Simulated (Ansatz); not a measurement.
Pulling on the C1–N2 bond in CH3N (SMILES C=N) (multiplicity 1 held, fragments rigid). Energies count from the point at 1.263 Å.
Geometry at that point (charge 0, multiplicity 1):
```json
[
 {"atom": "C", "x (Å)": "-0.5574", "y (Å)": "0.1786", "z (Å)": "0.0105"},
 {"atom": "N", "x (Å)": "0.6030", "y (Å)": "-0.3199", "z (Å)": "-0.0120"},
 {"atom": "H", "x (Å)": "-1.4180", "y (Å)": "-0.4908", "z (Å)": "0.0213"},
 {"atom": "H", "x (Å)": "-0.7786", "y (Å)": "1.2508", "z (Å)": "0.0202"},
 {"atom": "H", "x (Å)": "1.3198", "y (Å)": "0.4081", "z (Å)": "-0.0201"}
]
```

Signs of static correlation in cc-pVTZ, from Ansatz (a first-principles code) runs.

| R (Å) | T1 of restricted CCSD | ⟨S²⟩ of UHF | largest double amplitude of restricted CCSD |
|---|---|---|---|
| 1.011 | 0.008 | 0.000 | 0.060 |
| 1.137 | 0.010 | 0.000 | 0.088 |
| 1.263 | 0.012 | 0.000 | 0.118 |
| 1.389 | 0.015 | 0.416 | 0.150 |
| 1.516 | 0.019 | 0.676 | 0.183 |
| 1.705 | 0.035 | 0.919 | … |
| 1.895 | 0.108 | … | 0.287 |
| 2.211 | 0.238 | 1.772 | 0.318 |
| 2.526 | 0.114 | 1.940 | 0.347 |
| 2.905 | 0.050 | 2.002 | 0.258 |
| 3.411 | 0.009 | 2.022 | 0.247 |
| 4.042 | 0.008 | 2.027 | 0.268 |

Problem. Complete the blanks.

Solution. 
- 1.705, largest double amplitude of restricted CCSD: 0.234
- 1.895, ⟨S²⟩ of UHF: 1.276

Doubts at one or more of the structures used: a restricted determinant that unrestricted orbitals would lower (R-CCSD(T)/cc-pVTZ); T1 above 0.05 (R-CCSD(T)/cc-pVTZ, U-CCSD(T)/cc-pVTZ); a spin-contaminated determinant (U-CCSD(T)/cc-pVTZ); the program's own flag: large difference (U-CCSD(T)/cc-pVTZ).
